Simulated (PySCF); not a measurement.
Computed shifts of a molecule C3H5NOSi, PySCF with PBE/pcSseg-1, GIAO, gas phase, atoms alike by connectivity averaged where their shifts nearly agree, in ppm (number of nuclei): ²⁹Si: -12.0 (1). ¹³C: 187.5 (1), 168.7 (1), 114.6 (1). ¹⁵N: 458.4 (1). ¹H: 8.83 (1), 8.29 (1), 5.55 (1), 5.44 (1), 0.89 (1). References: ¹⁷O against H2O (σ = 334.3 ppm); ²⁹Si against TMS (σ = 335.4 ppm); ¹³C against TMS (σ = 182.0 ppm); ¹⁵N against NH3 (σ = 267.0 ppm); ¹H against TMS (σ = 31.49 ppm), references at their B3LYP-D3(BJ)/def2-TZVP geometries, non-relativistic. Geometry: ωB97X-D3(BJ)/def2-SVP. Other conformers were not sampled.

Q: Which molecule gave these data?
A) C=C1N=C[SiH2]O1
B) O=C1C=NC[SiH2]1
C) O[Si@H]1C=CN=C1
D) O=C[Si@H]1C=NC1

A: C, O[Si@H]1C=CN=C1
